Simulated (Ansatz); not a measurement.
Two isomers of C2H5BSe: A = `CB1C[Se]1`, B = `C=CB[SeH]`.

Program: Ansatz. Geometries: PBE0-D4/def2-TZVP. ΔE: electronic, gas phase. CBS: MP2 limit from def2 TZ/QZ plus the TZ coupled-cluster correction, frozen cores. Functionals use def2-TZVPP. For Se outer-core shells are correlated without core-valence functions, which leaves a few kJ/mol of doubt a bond. Scalar relativity is left out up to krypton. One conformer a species, not always the lowest.

Question: Which is lower in electronic energy at CCSD(T)/CBS, and by how much? (Estimate.)

Answer: The calculation gave: A, by 6.1 kcal/mol.

Question: Give E(B) − E(A) in kcal/mol with ωB97M-V, BLYP-D4, PBE0-D4, HF/def2-TZVPP, CCSD(T)/def2-SVP, CCSD(T)/def2-TZVPP, CCSD/def2-TZVPP. (Best estimate.)

Answer: Computed: ωB97M-V 6.5, BLYP-D4 3.2, PBE0-D4 8.9, HF/def2-TZVPP -1.2, CCSD(T)/def2-SVP 3.0, CCSD(T)/def2-TZVPP 5.2, CCSD/def2-TZVPP 4.6. The order is the other way round with HF/def2-TZVPP.

Question: Does the order hold for the free energy at 298.15 K (harmonic terms from PBE0-D4)? (Best estimate.)

Answer: Ansatz gave: Yes: G(B) − G(A) = +4.3 kcal/mol, for one conformer each.

Largest T1 diagnostic: 0.013.

At CCSD(T), def2-SVP lies −3.1 kcal/mol from the extrapolated value and def2-TZVPP −0.9 kcal/mol. Leaving LDA and LC-ωPBE aside and taking each functional with its dispersion term where it has one, the values, not all of them listed here, spread over 6.0 kcal/mol, from BLYP-D4 to PBE-QIDH. LDA lies +2.3 kcal/mol from PBE without D4.
